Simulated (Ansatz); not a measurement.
Ideal-gas functions of CH3FIIn (`[CH3][In]([F])[I]`) at 600 K and 1 bar, from an Ansatz frequency run at PBE0-D4/def2-TZVP.

Molar mass 275.75 g/mol, point group Cs (symmetry number 1), electronic degeneracy 1, moments of inertia 107.122, 600.731, 704.673 u Å². Harmonic wavenumbers (cm⁻¹, unscaled): 22, 79, 110, 119, 204, 519, 582, 729, 750, 1192, 1446, 1446, 3076, 3176, 3188.

Use S(trans) = R[1.5 ln M + 2.5 ln T − 1.1517]; rotational temperatures θ = 24.2544 K / I; S(rot) = R[ln(√π/σ · √(T³/θAθBθC)) + 1.5]; for each mode x = 1.438777 ν̃/T, S = R[x/(eˣ − 1) − ln(1 − e⁻ˣ)] and H = RT x/(eˣ − 1); 1 cm⁻¹ = 0.0119627 kJ/mol; R = 8.31446 J/(mol·K).

Question: By hand: the entropy, in J/(mol·K).

Answer: Translation 193.5. Rotation: θ = 0.2264, 0.0404, 0.0344 K, giving 130.5. Vibration, mode by mode: 32.78, 22.16, 19.42, 18.77, 14.34, 7.01, 6.19, 4.65, 4.47, 1.94, 1.19, 1.19, 0.04, 0.04, 0.03, in all 134.2. Electronic 0.0. Sum 458.2 J/(mol·K).

Question: By hand: H − E and G − E in kJ/mol, counted from the electronic energy.

Answer: Zero-point energy ½ × 16638 × 0.0119627 = 99.5; thermal vibration 32.4; translation, rotation and pV give 4 RT = 20.0. H − E = 151.9 kJ/mol, and G − E = 151.9 − 600 × 458.2/1000 = -123.0 kJ/mol.

Vibration gives 29 % of the entropy, 93.1 J/(mol·K) of it from the modes under 150 cm⁻¹: soft modes count most, and the harmonic formula is weakest for them.
